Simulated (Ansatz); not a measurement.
Input file for Ansatz (a program for electronic structure): R-B3LYP-D3(BJ)/def2-TZVP on BH3Se (SMILES B[SeH]).

Ansatz 0.2 input:
```yaml
crystal:
  periodic: [false, false, false]
  atoms:
    - {symbol: B, position_ang: [-0.06907540, -0.13712509, -0.62008276]}
    - {symbol: H, position_ang: [-0.79621184, -0.66679342, -1.40513293]}
    - {symbol: H, position_ang: [0.95790287, 0.33440430, -0.94544413]}
    - {symbol: Se, position_ang: [-0.62700950, -0.09360316, 1.17873774]}
    - {symbol: H, position_ang: [0.50760828, 0.57789064, 1.76331496]}
basis:
  gaussian:
    orbitals: def2-TZVP
hamiltonian:
  xc: b3lyp
  dispersion: d3bj
relax: {f_tol: 0.003, max_steps: 120}
```

Output:

```
WARN ansatz: RAYON_NUM_THREADS=1 ignored (pool sized by the plan → 1); use --threads N
Functional definition: B3LYP
integrals: 0.02 GiB planned
710 factors; their error is unknown
mean field: 0.27 GiB planned
mean field evaluation 1: about -66073.4555 eV, gradient 2.9e1 eV
mean field evaluation 2: about -66072.1203 eV, gradient 3.4e1 eV
mean field evaluation 4: about -66076.0166 eV, gradient 1.3e0 eV
mean field evaluation 8: about -66076.3421 eV, gradient 5.0e-2 eV
mean field -66076.34207660 eV, -2428.2607831619 hartree, gradient 9.1e-6 eV, S^2 0.000000; 0 other end points of the search recorded, 0 dependent functions left out
the calculation of the forces begins
reference -66076.34228886 eV, -2428.2607909623 hartree; 21, 21 occupied and 76, 76 virtual orbitals, 710 factors
relax step   1: F+E_penalty+E_count = -66076.47266964 eV  Δ(F+E_penalty+E_count) = +0.000e0 eV  max|allowed force component| = 8.210e-1 eV/Å  Δτ_max = 0.0000 Å  (25 SCF iters, accepted)
these checks for a lower state are left out or cut short: starts, cluster_reference, orbital_swaps, neighbouring_geometries, increment
integrals: 0.02 GiB planned
710 factors; their error is unknown
mean field: 0.27 GiB planned
mean field evaluation 16: about -66076.0323 eV, gradient 2.2e0 eV
mean field -66076.36110703 eV, -2428.2614825172 hartree, gradient 1.5e-5 eV, S^2 0.000000; 0 other end points of the search recorded, 0 dependent functions left out
the calculation of the forces begins
reference -66076.36132002 eV, -2428.2614903445 hartree; 21, 21 occupied and 76, 76 virtual orbitals, 710 factors
relax step   2: F+E_penalty+E_count = -66076.49167311 eV  Δ(F+E_penalty+E_count) = -1.900e-2 eV  max|allowed force component| = 2.727e-1 eV/Å  Δτ_max = 0.0282 Å  (30 SCF iters, accepted)
these checks for a lower state are left out or cut short: starts, cluster_reference, orbital_swaps, neighbouring_geometries, increment
integrals: 0.02 GiB planned
710 factors; their error is unknown
mean field: 0.27 GiB planned
mean field -66076.36312555 eV, -2428.2615566965 hartree, gradient 1.4e-5 eV, S^2 0.000000; 0 other end points of the search recorded, 0 dependent functions left out
the calculation of the forces begins
reference -66076.36333889 eV, -2428.2615645364 hartree; 21, 21 occupied and 76, 76 virtual orbitals, 710 factors
relax step   3: F+E_penalty+E_count = -66076.49342144 eV  Δ(F+E_penalty+E_count) = -1.748e-3 eV  max|allowed force component| = 8.406e-2 eV/Å  Δτ_max = 0.0182 Å  (31 SCF iters, accepted)
these checks for a lower state are left out or cut short: starts, cluster_reference, orbital_swaps, neighbouring_geometries, increment
integrals: 0.02 GiB planned
710 factors; their error is unknown
mean field: 0.27 GiB planned
mean field evaluation 32: about -66076.3616 eV, gradient 3.3e-1 eV
mean field -66076.36170368 eV, -2428.2615044438 hartree, gradient 1.4e-5 eV, S^2 0.000000; 0 other end points of the search recorded, 0 dependent functions left out
the calculation of the forces begins
reference -66076.36191698 eV, -2428.2615122824 hartree; 21, 21 occupied and 76, 76 virtual orbitals, 710 factors
relax step   4: F+E_penalty+E_count = -66076.49205257 eV  Δ(F+E_penalty+E_count) = +1.369e-3 eV  max|allowed force component| = 5.210e-2 eV/Å  Δτ_max = 0.0282 Å  (30 SCF iters, rejected (line search))
these checks for a lower state are left out or cut short: starts, cluster_reference, orbital_swaps, neighbouring_geometries, increment
integrals: 0.02 GiB planned
710 factors; their error is unknown
mean field: 0.27 GiB planned
mean field -66076.36373907 eV, -2428.2615792428 hartree, gradient 1.4e-5 eV, S^2 0.000000; 0 other end points of the search recorded, 0 dependent functions left out
the calculation of the forces begins
reference -66076.36395234 eV, -2428.2615870803 hartree; 21, 21 occupied and 76, 76 virtual orbitals, 710 factors
relax step   5: F+E_penalty+E_count = -66076.49410220 eV  Δ(F+E_penalty+E_count) = -6.808e-4 eV  max|allowed force component| = 4.251e-3 eV/Å  Δτ_max = 0.0088 Å  (31 SCF iters, accepted)
these checks for a lower state are left out or cut short: starts, cluster_reference, orbital_swaps, neighbouring_geometries, increment
integrals: 0.02 GiB planned
710 factors; their error is unknown
mean field: 0.27 GiB planned
mean field -66076.36374098 eV, -2428.2615793132 hartree, gradient 1.4e-5 eV, S^2 0.000000; 0 other end points of the search recorded, 0 dependent functions left out
the calculation of the forces begins
reference -66076.36395425 eV, -2428.2615871507 hartree; 21, 21 occupied and 76, 76 virtual orbitals, 710 factors
relax step   6: F+E_penalty+E_count = -66076.49410322 eV  Δ(F+E_penalty+E_count) = -1.018e-6 eV  max|allowed force component| = 4.450e-4 eV/Å  Δτ_max = 0.0002 Å  (32 SCF iters, accepted)
integrals: 0.02 GiB planned
710 factors; their error is unknown
mean field: 0.27 GiB planned
mean field evaluation 64: about -66076.3636 eV, gradient 3.2e-1 eV
mean field -66076.36374098 eV, -2428.2615793132 hartree, gradient 1.4e-5 eV, S^2 0.000000; 1 other end points of the search recorded, 0 dependent functions left out
the calculation of the forces begins
reference -66076.36395425 eV, -2428.2615871507 hartree; 21, 21 occupied and 76, 76 virtual orbitals, 710 factors
Total energy: -66076.49431649 eV, -2428.2663778746 hartree
Atom 0 at    -0.064428    -0.140523    -0.630233 Å, force     0.000445     0.000254     0.000190 eV/Å
Atom 1 at    -0.803723    -0.660689    -1.398134 Å, force    -0.000308    -0.000156    -0.000044 eV/Å
Atom 2 at     0.971996     0.336526    -0.947102 Å, force     0.000211     0.000075    -0.000174 eV/Å
Atom 3 at    -0.646264    -0.111565     1.187457 Å, force    -0.000291    -0.000101     0.000314 eV/Å
Atom 4 at     0.515634     0.591024     1.759404 Å, force    -0.000057    -0.000072    -0.000286 eV/Å
Dipole moment:     0.088118     0.060379     0.082576 e Å
```

The calculation finished and met its thresholds.

Cost: about 8 core-seconds (a rough figure).
